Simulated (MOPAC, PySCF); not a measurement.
Pair of molecules: AsH3 (SMILES [AsH3]) (first 4 atoms) with H4OSi (SMILES O[SiH3]); geometry from B3LYP-D3(BJ)/def2-TZVP, rigid monomers moved along the line of their centres of mass till As1···O5 is 4.52 Å.
(charge 0, multiplicity 1):
```json
[
 {"atom": "As", "x (Å)": "-0.0935", "y (Å)": "0.0596", "z (Å)": "0.4092"},
 {"atom": "H", "x (Å)": "-0.2266", "y (Å)": "0.0812", "z (Å)": "-1.1131"},
 {"atom": "H", "x (Å)": "-0.2572", "y (Å)": "-1.4519", "z (Å)": "0.4691"},
 {"atom": "H", "x (Å)": "1.4249", "y (Å)": "-0.0410", "z (Å)": "0.3343"},
 {"atom": "O", "x (Å)": "0.8969", "y (Å)": "-0.8987", "z (Å)": "4.7180"},
 {"atom": "Si", "x (Å)": "-0.1117", "y (Å)": "0.0933", "z (Å)": "5.5802"},
 {"atom": "H", "x (Å)": "1.8403", "y (Å)": "-0.8502", "z (Å)": "4.8894"},
 {"atom": "H", "x (Å)": "0.0245", "y (Å)": "-0.1489", "z (Å)": "7.0383"},
 {"atom": "H", "x (Å)": "-1.4781", "y (Å)": "-0.2407", "z (Å)": "5.1377"},
 {"atom": "H", "x (Å)": "0.1760", "y (Å)": "1.5244", "z (Å)": "5.3205"}
]
```

Monomers are frozen at their geometry in the pair; levels with a basis set take the counterpoise correction. Rows marked so take none.

Rows in 6-31G* carry no dispersion term and start afresh at each structure (6-31G* with six Cartesian d functions); the Pople sets are all-electron and without relativity. The state reached by PM3, PM6 isn't checked.

The values were computed with MOPAC for PM3, PM6 (differences of heats of formation); PySCF for 6-31G* rows. 

Task: One of these levels gives 0.11 kcal/mol for the interaction energy. Which one is it?
(A) PM3
(B) PM6
(C) HF/6-31G* (no counterpoise)

Result: B, PM6. The others give 0.85 (PM3), -0.38 (HF/6-31G* (no counterpoise))
